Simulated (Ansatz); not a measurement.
Input and output for `C[CH2][InH][CH2]C`.

```yaml
crystal:
  periodic: [false, false, false]
  atoms:
    - {symbol: C, position_ang: [0.266649, 1.376758, 1.575599]}
    - {symbol: C, position_ang: [0.235333, -0.088510, 1.989654]}
    - {symbol: In, position_ang: [-0.107860, -1.549635, 0.418533]}
    - {symbol: C, position_ang: [-0.313397, -1.036943, -1.682883]}
    - {symbol: C, position_ang: [-0.146646, 0.430358, -2.055496]}
    - {symbol: H, position_ang: [0.443798, 2.038065, 2.431156]}
    - {symbol: H, position_ang: [1.054975, 1.578342, 0.845913]}
    - {symbol: H, position_ang: [-0.674553, 1.691970, 1.117576]}
    - {symbol: H, position_ang: [-0.538233, -0.262949, 2.745280]}
    - {symbol: H, position_ang: [1.176176, -0.375464, 2.472323]}
    - {symbol: H, position_ang: [-0.224553, -3.228802, 0.868027]}
    - {symbol: H, position_ang: [0.408009, -1.659940, -2.222774]}
    - {symbol: H, position_ang: [-1.297590, -1.406348, -1.991966]}
    - {symbol: H, position_ang: [-0.265919, 0.593113, -3.132518]}
    - {symbol: H, position_ang: [-0.879895, 1.065637, -1.552057]}
    - {symbol: H, position_ang: [0.840803, 0.811546, -1.782067]}
basis:
  gaussian: {orbitals: def2-TZVPP}
hamiltonian: {xc: {name: PBE0}, pseudopotentials: {relativity: scalar}}
accuracy: high
```

```sh
$ ansatz run in.yaml --threads 4 --pin off --events-out ev --progress --plain --max-ram 11315MiB
```

Shortened log:

```
Functional definition: PBE0
6144 factors; integrals over basis functions are off by at most 3.4e-8 eV
mean field evaluation 1: about -9481.3865 eV, gradient 8.5e1 eV
mean field evaluation 2: about -9464.8062 eV, gradient 1.1e2 eV
mean field evaluation 4: about -9498.3240 eV, gradient 3.8e0 eV
mean field evaluation 8: about -9498.4616 eV, gradient 2.5e-1 eV
mean field evaluation 16: about -9498.4617 eV, gradient 1.2e-4 eV
mean field -9498.46173684 eV, -349.0620305402 hartree, gradient 3.9e-8 eV, S^2 0.000000; 0 other end points of the search recorded, 0 dependent functions left out
reference -9498.46174129 eV, -349.0620307040 hartree; 28, 28 occupied and 300, 300 virtual orbitals, 6144 factors
Total energy: -9498.46174129 eV, -349.0620307040 hartree
Relativity: scalar
```

It took 34 s on 4 threads of an Arm Neoverse V2 on a shared host, with 3.7 GiB of host memory at the peak.
